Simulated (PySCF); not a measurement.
Consider `C#CC=C(CC)CC` (C8H12). Non-hydrogen atoms are numbered in `[CH:1]#[C:2][CH:3]=[C:4]([CH2:5][CH3:6])[CH2:7][CH3:8]`.

These are calculated values, ωB97X-D3(BJ)/ma-def2-TZVP in PySCF (grid level 2) at geometries from PBE0-D3(BJ)/ma-def2-SVP. ωB97X-D3(BJ) is ωB97X-V with D3(BJ) in place of VV10. Zero-point and thermal terms (298.15 K, 1 bar) come from unscaled GFN2-xTB harmonic frequencies, with soft modes damped to free rotors in the entropy. These were taken at the GFN2-xTB minima.

Q: What are the vertical and the adiabatic ionisation energy for forming the radical cation?

A: 8.49 eV vertical and 8.23 eV adiabatic, the latter with zero-point energy.

Q: Where does the unpaired spin of the relaxed radical cation sit?

A: C1 (alkyne carbon) 0.48, C3 (alkene carbon) 0.32, C4 (alkene carbon) 0.25, C2 (alkyne carbon) -0.10 (intrinsic atomic orbital populations).

Q: What oxidation potential follows in acetonitrile (IEF-PCM), given that Fc+/Fc comes at 4.54 V absolute with this functional and basis?

A: In the gas phase ΔG of oxidation is 8.201 eV, and solvation is -16.6 kJ/mol for the parent and -209.0 kJ/mol for the product, so the absolute potential is 6.21 V, or 1.66 V against Fc+/Fc. Fc+/Fc in acetonitrile, 4.54 V, is ωB97X-D3(BJ)/ma-def2-TZVP on PBE0-D3(BJ)/def2-SVP structures with GFN2-xTB thermal terms. Benchmark calculations put it near 5.0 V in acetonitrile and DMSO, so it is about 0.5 V low, and the value against it can read up to that much too high. The solvent is electrostatics only, on gas-phase structures; the absolute scale refers to an electron at rest in vacuum.

Q: How far is −ε(HOMO) from the vertical value by ΔSCF?

A: −ε(HOMO) = 8.77 eV, which is 0.29 eV above the ΔSCF value.

Differences come from unrounded values, so a last digit can differ from that of the printed terms.
